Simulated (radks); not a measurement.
Species: neutral oxygen. Configuration: [He] 2s2 2p4 (the NIST ground configuration). All-electron calculation, non-relativistic Kohn-Sham, PBE, spin-polarised, spherical densities, point nucleus; open shells are filled with parallel spins first; hard spherical wall at 3.5 bohr. Program: a radial shooting solver on a logarithmic mesh with Libxc functionals. Some entries of the table are withheld. Estimate them.

orbital  occ.  eigenvalue (Ry)  r(max) (bohr)
1s up       1        -37.52981         0.1294
1s down     1        -37.43946         0.1293
2s up       1         -1.67203         0.8741
2s down     1         -1.43216         0.8846
2p up       3         -0.55273         0.8185
2p down     1         -0.31817         0.8411
3s up       0          1.52712          2.361
3s down     0          1.64051          2.381
3d up       0          1.90790            (1)
3p up       0          1.92995          2.395
3d down     0          2.00683            (2)
3p down     0          2.05772          2.418

Answer. 
(1) 3d up r(max) (bohr): 2.166
(2) 3d down r(max) (bohr): 2.194
